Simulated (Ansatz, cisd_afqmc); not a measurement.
Species: Ge, charge 0, triplet.

Total energies in def2-QZVPPD, 4 correlated electrons, 14 frozen orbitals. Open shells are spin-unrestricted; no spin-orbit coupling. Cores are frozen in correlated methods (noble-gas shells, and filled d and f shells in the p block). No relativity. AFQMC is phaseless with a CISD trial state; ± is one standard error, without the phaseless bias. Outlying blocks are dropped, and bars are widened where a walk drifts. Over all cases where full CI ran beside it in this data, AFQMC minus full CI had a median of +0.1 mEh and passed +0.4 mEh in a tenth of the cases.

```csv
method,program,energy (Eh),minus CCSDTQ (mEh)
HF,Ansatz,-2075.36300,69.83
MP2,Ansatz,-2075.41657,16.26
CCSD,Ansatz,-2075.43016,2.67
CCSD(T),Ansatz,-2075.43228,0.55
CCSDT(Q),Ansatz,-2075.43282,0.01
CCSDTQ,Ansatz,-2075.43283,0.00
AFQMC/CISD,cisd_afqmc,-2075.4326 ± 0.0001,0.3 ± 0.1
```

Ansatz is a program for electronic structure.
